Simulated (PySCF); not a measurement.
# Field gradients at the hydrogen positions

Compound: C6H11NO2Si.
Geometry (GFN2-xTB, Å), atoms numbered from 1 in this order:
```xyz
21
C6H11NO2Si angstrom
C      1.978   -1.159   -0.140
C      0.747   -0.588   -0.836
C     -0.174    0.200    0.109
C      0.520    1.447    0.685
C      0.920    2.354   -0.355
N      1.236    3.070   -1.188
C     -1.483    0.580   -0.631
O     -2.440   -0.396   -0.349
Si    -2.039   -1.277    0.975
O     -0.555   -0.616    1.189
H      2.473   -1.874   -0.792
H      1.685   -1.666    0.776
H      2.692   -0.375    0.101
H      1.048    0.064   -1.659
H      0.152   -1.409   -1.243
H      1.398    1.137    1.257
H     -0.167    1.957    1.367
H     -1.332    0.626   -1.712
H     -1.853    1.553   -0.287
H     -2.830   -0.938    2.145
H     -1.984   -2.676    0.586
```

Level: PBE0/pcSseg-1 (PySCF, non-relativistic); Q(2H) = 0.00286 b; rigid geometry, the same for H and D, with no vibrational averaging.

Problem. Rank these positions by the coupling χzz of a deuteron there, largest first.
A. H13 (methyl hydrogen)
B. H20 (Si–H hydrogen)
C. H17 (methylene hydrogen)
D. H19 (methylene hydrogen)

Solution. A (212 kHz), C (199 kHz), D (193 kHz), B (110 kHz).

Problem. What are Vzz, η and χzz (234.96 MHz × Q × Vzz) at all hydrogens?

Solution. 
```csv
atom,bonded to,bond length (Å),Vzz (au),η,χzz (kHz)
H11,C1,1.087,0.3168,0.02,213
H12,C1,1.088,0.3115,0.01,209
H13,C1,1.088,0.3149,0.03,212
H14,C2,1.092,0.2973,0.03,200
H15,C2,1.093,0.3001,0.03,202
H16,C4,1.092,0.2980,0.02,200
H17,C4,1.094,0.2963,0.02,199
H18,C7,1.092,0.2926,0.04,197
H19,C7,1.096,0.2870,0.06,193
H20,Si9,1.453,0.1641,0.01,110
H21,Si9,1.453,0.1640,0.01,110
```

Problem. Average by the element that carries the hydrogen.

Solution. on C: 203 kHz over 9 positions, mean bond length 1.091 Å; on Si: 110 kHz over 2 positions, mean bond length 1.453 Å.

Problem. How does χzz go with the bond length over the 9 C–H bonds?

Solution. A straight-line fit has a slope of -20.9 kHz for each 0.01 Å, with a correlation coefficient of -0.97, over lengths from 1.087 to 1.096 Å. The longer bonds have the smaller couplings here.

Isolated species at its GFN2-xTB geometry (one conformer only). GFN2-xTB bond lengths can be off by several hundredths of an ångström, more for odd bonds, and the gradients follow them. With so small a basis the couplings can be 20 % off.
